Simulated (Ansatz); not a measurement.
C3H9ClGeO, SMILES `C[CH2][GeH]([Cl])[O]C`, relaxed with RKS PBE-D4/def2-SVP in Ansatz from a rough embedded geometry. The force threshold is 0.03 eV/Å; the program also tests the step.

Charge 0, multiplicity 1.

Start:

```xyz
15

C    -0.258    0.914    1.729
C     0.698    0.988    0.624
Ge    0.914   -0.778   -0.135
Cl    1.852   -2.133    1.222
O    -0.672   -1.476   -0.639
C    -1.088   -0.812   -1.833
H    -1.294    0.588    1.354
H    -0.440    1.934    2.156
H     0.040    0.285    2.526
H     1.685    1.361    0.992
H     0.349    1.712   -0.163
H     1.864   -0.670   -1.427
H    -1.244    0.295   -1.630
H    -2.066   -1.195   -2.125
H    -0.341   -1.011   -2.651
```

```
         step  energy (eV)  largest force (eV/Å)  largest move (Å)
            1  -74311.7973                 3.333             0.000
            2  -74312.1171                 1.003             0.143
            3  -74312.1645                 0.303             0.065
            4  -74312.1745                 0.167             0.075
            5  -74312.1806                 0.107             0.056
            6  -74312.1818                 0.057             0.054
            7  -74312.1833                 0.044             0.043
            8  -74312.1844                 0.113             0.097
            9  -74312.1851                 0.162             0.078
           10  -74312.1861                 0.116             0.059
           11  -74312.1874                 0.135             0.082
           13  -74312.1904                 0.162             0.043
           15  -74312.1955                 0.432             0.164
           17  -74312.2327                 0.145             0.200
19 (rejected)  -74312.2352                 0.945             0.195
           21  -74312.2711                 0.185             0.098
           23  -74312.2929                 0.065             0.177
           25  -74312.3011                 0.338             0.198
           27  -74312.3227                 0.058             0.200
           29  -74312.3271                 0.062             0.078
31 (rejected)  -74312.3076                 0.392             0.088
           33  -74312.3315                 0.028             0.052
           35  -74312.3323                 0.029             0.043
```

End:

```xyz
15

C    -0.167    0.875    2.040
C     0.831    1.231    0.934
Ge    0.865   -0.107   -0.488
Cl    1.389   -2.058    0.381
O    -0.827   -0.221   -1.074
C    -1.186   -1.217   -2.017
H    -1.197    0.799    1.639
H    -0.166    1.642    2.842
H     0.083   -0.101    2.504
H     1.868    1.317    1.322
H     0.585    2.200    0.449
H     1.830    0.111   -1.689
H    -0.639   -1.108   -2.985
H    -2.272   -1.117   -2.227
H    -0.999   -2.246   -1.631
```

It took 69 s on 2 threads of an AMD EPYC 7R13 on a shared host and a share of an NVIDIA H100 80 GB, with 0.83 GiB of host memory at the peak.
